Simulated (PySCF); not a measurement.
Constitutional and geometric isomers with formula C2H5N. Isolated molecules, 0 K electronic values unless said otherwise. One relaxed conformer stands for each flexible species; it need not be the lowest. Strings in code marks are SMILES.

The vertical ionisation energy (Delta-SCF) from two functionals at the same geometries (PBE0-D3(BJ)/def2-TZVP), both in PySCF: PBE-D3(BJ)/def2-TZVP and PBE0-D3(BJ)/def2-TZVP. Delta-SCF ions had no search for a lower state. 

```json
[
 {"species": "`C=CN`", "PBE-D3(BJ)/def2-TZVP (eV)": "8.32", "PBE0-D3(BJ)/def2-TZVP (eV)": "8.32"},
 {"species": "`C=NC`", "PBE-D3(BJ)/def2-TZVP (eV)": "9.66", "PBE0-D3(BJ)/def2-TZVP (eV)": "9.73"},
 {"species": "`[H]/N=C\\C`", "PBE-D3(BJ)/def2-TZVP (eV)": "9.92", "PBE0-D3(BJ)/def2-TZVP (eV)": "10.01"}
]
```

Over these rows, drawn at random from the members with no instability flagged (it was tested for open shells, ions and some series alone), PBE minus PBE0-D3(BJ): mean -0.05 eV, from -0.09 eV to 0.00 eV.
